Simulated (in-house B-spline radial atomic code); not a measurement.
The numbers below are computed, except where a source is named.
**Two electrons in Ge: a parabolic dot with ħω = 0.22 meV in all three directions with a doubly ionised double donor at its centre**

For Ge the NSM archive of the Ioffe Institute lists m_l = 1.6 m0, m_t = 0.08 m0 and ε = 16.2; the model takes one isotropic valley with the conductivity mass 3/(1/m_l + 2/m_t) = 0.117 m0, and so misses anisotropy and the other valleys. All triplets below are those of one valley; with several valleys two electrons can form a triplet in the 1s orbital itself, at an energy set by the valley splitting. Real donors also feel a central-cell potential, which shifts the ground state; some double donors stay shallow and helium-like, others are deep centres that this model can't describe.

Effective-mass model with parabolic bands, a uniform dielectric constant, no image charges, no central-cell or spin-orbit terms. Two-electron levels come from full CI in B-splines with partial waves to l = 5 (up to 0.001 effective hartree above the limit).

(1) What are the effective units, and what is the potential in them?

In these units the lowest s and p orbitals lie at -1.9999 and -0.4988, and their Coulomb and exchange integrals are J_ss = 1.2501, J_sp = 0.4867 and K_sp = 0.03432. Full CI gives -2.9031 for the ground singlet, -2.1290 for the sp triplet, -2.1189 for the sp singlet and -2.1715 for the lowest triplet of two s orbitals.

(2) What does it cost to add the second electron, to first order and exactly?

(3) How far above the singlet do the triplets lie?

Answers

(1) Ha* = 27211.386 meV × 0.117/16.2² = 12.13 meV and a* = 0.0529177 nm × 16.2/0.117 = 7.327 nm. The frequency is ω = 0.0181 Ha*, with −2/r added.

(2) To first order E = 2ε_s + J_ss = -2.7497, so the charging energy E(2) − 2E(1) is J_ss = 15.17 meV. CI gives -2.9031 − 2 × (-1.9999) = 1.0966, or 13.3 meV: relaxation and correlation lower it by 1.862 meV, 12.3 % of J_ss. The s² configuration of one-electron orbitals holds 92.5 % of the state, and the mean radius is 6.81 nm.

(3) To first order the sp triplet lies at ε_s + ε_p + J_sp − K_sp = -2.0462, which is 8.533 meV above 2ε_s + J_ss. CI gives -2.1290 − (-2.9031) = 0.7741, or 9.391 meV, 52 % of the orbital spacing of 18.21 meV. The ss triplet lies 8.875 meV up, so the lower of the two is the ss one, and its gap equals k_BT at 103 K. The sp singlet-triplet splitting is 0.1225 meV, against 2K_sp = 0.8327 meV.
